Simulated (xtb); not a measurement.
BiH3O2, SMILES [OH][BiH][OH]. All values are semi-empirical tight-binding results from xtb (GFN2-xTB unless named), good for trends rather than for accurate numbers. Geometry: GFN2-xTB. One conformer was computed; it need not be the lowest.

For metal compounds this method's bond lengths and energies can be far off.

Computed properties:
- point group as xtb finds it = Cs
- orbital gap = 6.77 eV
- zero-point energy = 19.6 kcal/mol
- G − E(el) at 298.15 K (modified RRHO) = 0.9 kcal/mol
